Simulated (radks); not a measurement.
Valence configurations of Tc II (all share [Kr]). All-electron calculation, scalar-relativistic Kohn-Sham, SCAN, spin-polarised, spherical densities, finite nucleus; open shells are filled with parallel spins first (spin-orbit coupling, left out, can overturn this in heavy ions); meta-GGA in the generalised Kohn-Sham scheme; Fermi nuclear charge, rms radius 4.4112 fm. Program: a radial shooting solver on a logarithmic mesh with Libxc functionals. Energies are relative to 4d5 5s1; eigenvalues in eV for spin up.

[
 {"valence": "4d5 5s1", "E (eV)": "0.000", "moment (Bohr magnetons)": "6", "e(4d)": "-15.687", "e(5p)": "-", "e(5s)": "-12.580"},
 {"valence": "4d6", "E (eV)": "1.722", "moment (Bohr magnetons)": "4", "e(4d)": "-12.652", "e(5p)": "-", "e(5s)": "-"},
 {"valence": "4d5 5p1", "E (eV)": "5.167", "moment (Bohr magnetons)": "6", "e(4d)": "-16.838", "e(5p)": "-8.015", "e(5s)": "-"},
 {"valence": "4d4.5 5s1.5", "E (eV)": "3.451", "moment (Bohr magnetons)": "5", "e(4d)": "-17.179", "e(5p)": "-", "e(5s)": "-13.180"},
 {"valence": "4d4 5s2", "E (eV)": "6.705", "moment (Bohr magnetons)": "4", "e(4d)": "-18.584", "e(5p)": "-", "e(5s)": "-13.579"},
 {"valence": "4d4 5s1 5p1", "E (eV)": "9.413", "moment (Bohr magnetons)": "6", "e(4d)": "-19.649", "e(5p)": "-9.015", "e(5s)": "-14.520"},
 {"valence": "4d4.5 5p1.5", "E (eV)": "9.811", "moment (Bohr magnetons)": "6", "e(4d)": "-18.753", "e(5p)": "-8.981", "e(5s)": "-"},
 {"valence": "4d5 5s0.5 5p0.5", "E (eV)": "2.614", "moment (Bohr magnetons)": "6", "e(4d)": "-16.280", "e(5p)": "-7.743", "e(5s)": "-12.931"},
 {"valence": "4d4.5 5s1 5p0.5", "E (eV)": "4.410", "moment (Bohr magnetons)": "6", "e(4d)": "-17.663", "e(5p)": "-8.282", "e(5s)": "-13.587"}
]

NIST lists [Kr] 4d5 5s1 as the ground configuration; this level of theory agrees among the configurations tried. The energies are those of spherical high-spin densities, not of single terms. No valid solution was reached for [Kr] 4d2.5 5s1.5 5p2.
